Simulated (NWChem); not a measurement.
Species: BeHSI; SMILES [SH][Be][I]

```xyz
4

Be     0.0218     1.1162     0.0000
I      0.0082    -1.0550     0.0000
S      0.0490     3.0218     0.0000
H     -1.3030     3.0992     0.0000
```
Atoms are numbered in this order, from 1.

All runs: NWChem. Structure relaxed at the PBE0/def2-SVP level. No frequency run checked for a minimum. def2 effective core potentials on I; no spin-orbit coupling. Ions are spin-unrestricted doublets at the neutral geometry; other ion states weren't tried.

For level CAM-B3LYP/def2-SVP:

```
Quantity                               Value
-------------------------------------  -----
vertical ionisation energy, ΔSCF (eV)   9.89
−ε(HOMO) (eV)                           8.84
```

### Question
What are these values for level PBE/def2-SVP?

### Answer
- vertical ionisation energy, ΔSCF (eV) = 9.39
- −ε(HOMO) (eV) = 6.48
